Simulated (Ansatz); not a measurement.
One change: `N[SiH](N)F` becomes `CS[SiH](N)F`.

Ansatz, PBE0-D4/def2-TZVP geometries, multiplicity 1. Each molecule was computed in one conformer, which needn't be the lowest.

```json
{"property": "LUMO energy (ωB97M-V/def2-TZVPP) / eV", "`N[SiH](N)F`": "2.40"}
{"property": "HOMO–LUMO gap (ωB97M-V/def2-TZVPP) / eV", "`N[SiH](N)F`": "12.45"}
{"property": "HOMO–LUMO gap (PBE0/def2-TZVPP) / eV", "`N[SiH](N)F`": "8.67"}
{"property": "HOMO energy (B3LYP/def2-TZVPP) / eV", "`N[SiH](N)F`": "-7.40"}
{"property": "LUMO energy (B3LYP/def2-TZVPP) / eV", "`N[SiH](N)F`": "0.64"}
{"property": "LUMO energy (PBE/def2-TZVPP) / eV", "`N[SiH](N)F`": "0.18"}
```

Q: What does the change do to each property? (An estimate is asked.)

A: The calculation gave: 
```tsv
property	`CS[SiH](N)F`	shift
LUMO energy (ωB97M-V/def2-TZVPP) / eV	1.97	-0.43
HOMO–LUMO gap (ωB97M-V/def2-TZVPP) / eV	11.20	-1.25
HOMO–LUMO gap (PBE0/def2-TZVPP) / eV	7.31	-1.36
HOMO energy (B3LYP/def2-TZVPP) / eV	-6.78	0.62
LUMO energy (B3LYP/def2-TZVPP) / eV	0.02	-0.62
LUMO energy (PBE/def2-TZVPP) / eV	-0.62	-0.80
```

With PBE0 the HOMO rises by 0.62 eV and the LUMO falls by 0.74 eV, so the gap narrows by about 1.36 eV. PBE moves the HOMO by 0.39 eV and ωB97M-V by 0.81 eV.

B3LYP here is the variant with VWN-RPA as its local correlation; programs differ in this.
